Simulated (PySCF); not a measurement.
# Correlation energy of Ti⁺ (titanium, charge +1)

[Ar] 3d2 4s1, high-spin 4F determinant. Computed with PySCF 2.14 in cc-pVTZ-DK (7s6p4d2f1g, 68 functions), with the spin-free X2C one-electron Hamiltonian (Gaussian nucleus). Frozen: [Ar]; 3 electrons correlated.

MP2 pair energies summed by pair of shells (mhartree):

```json
{"pair": "3d-4s", "energy": "-6.29", "share (%)": "56.7"}
{"pair": "3d-3d", "energy": "-4.80", "share (%)": "43.3"}
```

Total MP2 correlation energy: -11.08 mhartree.

Same-spin part -11.08 and opposite-spin part 0.00 mhartree; SCS-MP2 scales them by 1/3 and 6/5 to -3.69 mhartree.
